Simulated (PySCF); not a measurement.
## How methods differ on the fine-structure interval of Cl(12+)

Cl(12+) [He] 2s2 2p1 [2p1/2^1, M_J = 1/2] → Cl(12+) [He] 2s2 2p1 [2p3/2^1, M_J = 3/2], as a difference of total energies. Computed with PySCF 2.14 in an even-tempered Gaussian basis (17 s from 2 bohr⁻², ratio 2.4; 11 p from 2.6 bohr⁻², ratio 2.4; 5 d from 9.6 bohr⁻², ratio 2.6; 5 f from 14 bohr⁻², ratio 2.6), with the two-component X2C-1e Hamiltonian. Correlated levels: nothing frozen; the 34 highest virtual spinors dropped. "Screened" scales the spin-orbit matrix elements by Boettger's factors to mimic the two-electron term; Breit and QED terms are absent.

```
                    method  fine-structure interval (cm⁻¹)
 GHF (screened spin-orbit)                           19217
GMP2 (screened spin-orbit)                           18334
     GHF (bare spin-orbit)                           21699
```
